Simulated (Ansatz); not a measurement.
Relaxation of ClFGaH2 (5 atoms, charge 0, multiplicity 2), to a largest force component of 0.03 eV/Å in at most 50 steps.

Method: UKS PBE/def2-SVP (Ansatz 0.2.0).

```xyz
5
Properties=species:S:1:pos:R:3:forces:R:3
Ga 0.000 0.000 -0.363 0.00 0.00 0.41
Cl 0.000 0.000 3.064 0.00 0.00 -3.65
H 1.427 0.000 -1.081 -0.01 0.00 0.00
H -1.427 0.000 -1.081 0.01 0.00 0.00
F 0.000 0.000 4.671 0.00 0.00 3.24
```

Where does it end, and by what steps?

It converged. After 8 steps the energy has fallen by 1.894 eV; Cl2 moved furthest, 0.91 Å. Parted: Cl2–F5 (1.61 → 2.24 Å). Joined: Ga1–Cl2 (3.43 → 2.20 Å).

```csv
step,energy less start (eV),largest force component (eV/Å),accepted
0,0.0000,3.650,yes
1,-0.2862,3.259,yes
2,-0.6220,3.516,yes
3,-1.1396,3.392,yes
4,-1.4370,2.944,yes
5,-1.8600,0.515,yes
6,-1.8786,0.668,yes
7,-1.8926,0.130,yes
8,-1.8937,0.011,yes
```

```xyz
5
Properties=species:S:1:pos:R:3
Ga 0.000 0.000 -0.046
Cl 0.000 0.000 2.155
H 1.447 0.000 -0.646
H -1.447 0.000 -0.646
F 0.000 0.000 4.394
```

Whether the end is a true minimum wasn't checked by a vibrational analysis.

The run took 24 s on 2 threads of Arm Neoverse V1, with other jobs on the host, peak memory 0.17 GiB.
